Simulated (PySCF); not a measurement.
PySCF input file for F₂Ni, SMILES [Ni+]([F])[F] (connectivity only; charge and spin as stated), charge +1, multiplicity 4, B3LYP-D3(BJ)/def2-TZVP. The structure is a stationary point at B3LYP-D3(BJ)/def2-TZVP. The multiplicity is an assumed one; other spin states were not compared.

```python
import numpy as np
from pyscf import gto, scf, dft, df
from pyscf.hessian import thermo

mol = gto.M(
    atom='''
    Ni    0.00000000    0.00000000    0.00000000
    F     0.00000000    0.00000000   -1.64950492
    F     0.00000000    0.00000000    1.64950492
    ''',
    basis='def2-TZVP',
    charge=1,
    spin=3,
    max_memory=1600,
    verbose=3,
)
mf = dft.UKS(mol, xc='b3lyp').density_fit(auxbasis='def2-universal-jkfit')
mf.disp = 'd3bj'
mf.grids.level = 3
mf.conv_tol = 1e-11
mf.max_cycle = 100
mf.kernel()
fine, coarse = mf.grids, dft.Grids(mol).set(level=1).build(with_non0tab=True)
for _ in range(3):  # follow internal instabilities
    mf.grids = coarse
    mo, _, stable, _ = mf.stability(return_status=True, nroots=4)
    mf.grids = fine
    if stable:
        break
    mf.kernel(mf.make_rdm1(mo, mf.mo_occ))

# [left out here: the lines that compute and print the analytic Hessian (its translational invariance restored by hand, since the grid's response is missing), thermochemistry and intensities]
```

Log of the run:

```

WARN: HOMO 0.225595946938871 >= LUMO 0.198638368210681


WARN: HOMO -1.66458373833696 >= LUMO -1.68205086330748


WARN: HOMO -0.70740453606935 >= LUMO -0.71841219449845

converged SCF energy = -1707.75571842125  <S^2> = 3.7598108  2S+1 = 4.0049024
<class 'pyscf.df.df_jk.DFUKS'> wavefunction is stable in the internal stability analysis

WARN: DFTD3 does not support analytical Hessian, using finite difference


WARN: Mole.unit (angstrom) is changed to Bohr

Mode                                 0                   1                   2
Irrep
Freq [cm^-1]                      130.0016            130.0016            702.8075
Reduced mass [au]                  25.8754             25.8754             18.9984
Force const [Dyne/A]                0.2577              0.2577              5.5289
Char temp [K]                     187.0434            187.0434           1011.1835
Normal mode                   x     y     z       x     y     z       x     y     z
       0  Ni                -0.06 -0.06 -0.00   -0.06  0.06  0.00   -0.00  0.00  0.00
       1   F                 0.09  0.09  0.00    0.09 -0.09  0.00    0.00 -0.00 -0.16
       2   F                 0.09  0.09  0.00    0.09 -0.09 -0.00    0.00 -0.00  0.16
Mode                                 3
Irrep
Freq [cm^-1]                      886.0941
Reduced mass [au]                  25.8754
Force const [Dyne/A]               11.9701
Char temp [K]                    1274.8921
Normal mode                   x     y     z
       0  Ni                 0.00  0.00 -0.08
       1   F                -0.00 -0.00  0.13
       2   F                -0.00 -0.00  0.13
temperature 298.1500 [K]
pressure 101325.00 [Pa]
Rotational constants [GHz] inf 4.88836 4.88836
Symmetry number 2
Zero-point energy (ZPE) 0.00421 [Eh]   11058.907 [J/mol]
                           tot       elec      trans        rot        vib
Entropy [J/mol/K]       265.802     11.526    165.760     61.979     26.537
Cv [J/mol/K]             42.500      0.000     12.472      8.314     21.714
Cp [J/mol/K]             50.815      0.000     20.786      8.314     21.714
Internal energy [J/mol]                      3718.434   2478.956  15065.426
Internal energy [Eh]   -1707.74762  -1707.75572
Enthalpy [J/mol]                             6197.391   2478.956  15065.426
Enthalpy [Eh]          -1707.74668
Gibbs free energy [J/mol]                  -43224.044 -15999.939   7153.557
Gibbs free energy [Eh] -1707.77686
mode   freq/cm-1   IR/(km/mol)
   1      130.00        29.212
   2      130.00        29.212
   3      702.81         0.000
   4      886.09        85.979
max |gradient| / (hartree/bohr): 2.301058747921798e-05
APT charges: [ 1.6367 -0.3183 -0.3183]
```

The calculation finished and met its thresholds.
